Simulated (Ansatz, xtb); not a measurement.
A geometry optimisation of CH5AlMgSn with r2SCAN-D4/def2-SVP

The starting geometry of this gas-phase singlet was built from a drawn formula by distance geometry and a force field; its bonds are those of `[CH2]1[AlH][Mg][SnH2]1`.

```yaml
atoms:
  - { symbol: C, position_ang: [-0.1607, 1.0678, -0.0498] }
  - { symbol: Al, position_ang: [-0.7780, -0.0834, -1.6474] }
  - { symbol: Mg, position_ang: [-2.2083, -1.3265, 0.1347] }
  - { symbol: Sn, position_ang: [-0.9189, 0.3809, 1.8630] }
  - { symbol: H, position_ang: [-0.4314, 2.0997, -0.1637] }
  - { symbol: H, position_ang: [1.0171, 0.9915, -0.0482] }
  - { symbol: H, position_ang: [-0.0680, -0.7184, -2.9329] }
  - { symbol: H, position_ang: [-1.9873, 1.5679, 2.6131] }
  - { symbol: H, position_ang: [0.2873, -0.3889, 2.9085] }
```

Predict what becomes of its bonds when it is optimised with r2SCAN-D4/def2-SVP.

It keeps its bonds, and is `[CH2]1[AlH][Mg][SnH2]1`.

The energy falls by 0.70 eV over 9 steps:

| step | E − E(last) (eV) |
| --- | --- |
| 1 | 0.699 |
| 2 | 0.188 |
| 3 | 0.066 |
| 4 | 0.053 |
| 5 | 0.007 |
| 6 | 0.002 |
| 7 | 0.000 |
| 8 | 0.000 |
| 9 | 0.000 |

Final geometry (Å):

```yaml
atoms:
  - { symbol: C, position_ang: [-0.1881, 0.8453, -0.0677] }
  - { symbol: Al, position_ang: [-0.6527, -0.3069, -1.6017] }
  - { symbol: Mg, position_ang: [-2.3897, -1.4067, 0.1629] }
  - { symbol: Sn, position_ang: [-1.0869, 0.2889, 1.9129] }
  - { symbol: H, position_ang: [-0.5832, 1.8611, -0.2742] }
  - { symbol: H, position_ang: [0.9058, 0.9421, 0.0682] }
  - { symbol: H, position_ang: [0.0815, -0.2189, -3.0218] }
  - { symbol: H, position_ang: [-1.5975, 1.7846, 2.6160] }
  - { symbol: H, position_ang: [0.2626, -0.1989, 2.8825] }
```

From the same start GFN2-xTB ends elsewhere, differing in Al2–H9 (1.59 against 4.58 Å here), Sn4–H9 (4.15 against 1.73 Å here).

No frequencies were run, so the end isn't proven a minimum. Atoms past krypton carry core potentials, without spin–orbit terms. Run with Ansatz 0.2.0, 30 s on 2 threads of Arm Neoverse V1, on a shared host.
